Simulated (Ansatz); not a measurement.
`C[SiH](Cl)CCl` and `N[SiH](Cl)CCl` differ in one atom or group.

Ansatz, PBE0-D4/def2-TZVP geometries, multiplicity 1. Each molecule was computed in one conformer, which needn't be the lowest.

```json
{"property": "LUMO energy (PBE0/def2-TZVPP) / eV", "`C[SiH](Cl)CCl`": "0.15"}
{"property": "LUMO energy (B3LYP/def2-TZVPP) / eV", "`C[SiH](Cl)CCl`": "-0.09"}
{"property": "HOMO energy (PBE0/def2-TZVPP) / eV", "`C[SiH](Cl)CCl`": "-8.18"}
{"property": "HOMO–LUMO gap (ωB97M-V/def2-TZVPP) / eV", "`C[SiH](Cl)CCl`": "12.56"}
{"property": "HOMO energy (B3LYP/def2-TZVPP) / eV", "`C[SiH](Cl)CCl`": "-7.94"}
{"property": "LUMO energy (ωB97M-V/def2-TZVPP) / eV", "`C[SiH](Cl)CCl`": "2.14"}
```

(1) Give the same properties after the change, and the shifts. (An estimate is asked.)

Results:

(1) Computed: 
| property | `N[SiH](Cl)CCl` | shift |
| --- | --- | --- |
| LUMO energy (PBE0/def2-TZVPP) / eV | 0.00 | -0.15 |
| LUMO energy (B3LYP/def2-TZVPP) / eV | -0.25 | -0.16 |
| HOMO energy (PBE0/def2-TZVPP) / eV | -8.02 | 0.16 |
| HOMO–LUMO gap (ωB97M-V/def2-TZVPP) / eV | 12.16 | -0.40 |
| HOMO energy (B3LYP/def2-TZVPP) / eV | -7.76 | 0.18 |
| LUMO energy (ωB97M-V/def2-TZVPP) / eV | 1.82 | -0.32 |

With PBE0 the HOMO rises by 0.16 eV and the LUMO falls by 0.15 eV, so the gap narrows by about 0.31 eV. PBE moves the HOMO by 0.26 eV and ωB97M-V by 0.08 eV.

B3LYP here is the variant with VWN-RPA as its local correlation; programs differ in this.
